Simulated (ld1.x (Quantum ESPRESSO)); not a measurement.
**phosphorus (P), PAW: configuration errors across variants**

```
Element                 : phosphorus (P)
Generator               : ld1.x (Quantum ESPRESSO) 7.5
Type                    : PAW
Functional              : LDA (PZ)
Relativity              : non-relativistic
Frozen core             : [He]
Valence charge          : 13
Reference configuration : 2s2 2p6 3s2 3p3
Partial waves           : 2s (bound): rcut 0.70, rcutus 0.80 bohr; 3s (bound): rcut 0.70, rcutus 0.80 bohr; 2p (bound): rcut 0.75, rcutus 0.80 bohr; 3p (bound): rcut 0.75, rcutus 0.80 bohr; 3d channel at -0.05 Ry: rcut 0.65, rcutus 0.85 bohr; 3d channel at 1.15 Ry: rcut 0.65, rcutus 0.85 bohr
Local potential         : all-electron potential smoothed inside 0.65 bohr (lloc = -1)
Core correction         : a·sin(br)/r model core inside 0.70 bohr
Augmentation charge     : PSQ, inside the norm-conserving radii
```

All-electron excitation energies from the reference (eV): (1) 2s2 2p6 3s2 3p2 9.833; (2) 2s2 2p6 3s2 3p1 29.095; (3) 2s2 2p6 3s2 3p0 59.000; (4) 2s1 2p6 3s2 3p3 186.783; (5) 2s2 2p6 3s2 3p2.5 3.827; (6) 2s2 2p5 3s2 3p3 140.363; (7) 2s2 2p6 3s2 3p3.3 -1.340; (8) 2s2 2p6 3s2 3p3 spin -1.510; (9) 2s2 2p6 3s2 3p2 spin 8.990.

Spin tests fill each open shell by Hund’s rule, majority spin first.

The overlap operator is not positive definite (basis up to 400 Ry) in “local potential all-electron potential smoothed inside 0.75 bohr (lloc = -1)”. Such files are unfit for use, however small their errors in these radial tests.

2 further variants failed, have other tests or another functional or relativity, and are left out.

Errors AE − PS in meV (a dash: test not solved or not reliable):

| change | (1) | (2) | (3) | (4) | (5) | (6) | (7) | (8) | (9) | bound ghosts |
| --- | --- | --- | --- | --- | --- | --- | --- | --- | --- | --- |
| base | 0.0 | -0.1 | -0.6 | -4.3 | 0.0 | -10 | 0.0 | 0.0 | 0.0 | none |
| local potential all-electron potential smoothed inside 0.75 bohr (lloc = -1) | 0.0 | -0.1 | -0.5 | -9.9 | 0.0 | -16 | 0.0 | 0.0 | 0.0 | not determined (overlap not positive) |
| local potential all-electron potential smoothed inside 0.88 bohr (lloc = -1) | 0.0 | 0.0 | +0.2 | +21 | 0.0 | +24 | 0.0 | 0.0 | 0.0 | none |
| core correction a·sin(br)/r model core inside 0.40 bohr | 0.0 | -0.1 | -0.6 | -4.3 | 0.0 | -10 | 0.0 | 0.0 | 0.0 | none |
| waves 3d channel at -0.05 Ry: rcut 0.65, rcutus 1.30 bohr; 3d channel at 1.15 Ry: rcut 0.65, rcutus 1.30 bohr | 0.0 | -0.1 | -0.6 | -4.3 | 0.0 | -10 | 0.0 | 0.0 | 0.0 | none |

**Question.** Give the same row for: type ultrasoft; local potential all-electron potential smoothed inside 0.60 bohr (lloc = -1); augmentation built from norm-conserving waves at rcut, not smoothed further.

**Answer.** +967, +3038, +6443, -9600, +361, -9158, -113, -79, +929; bound ghosts: not determined.
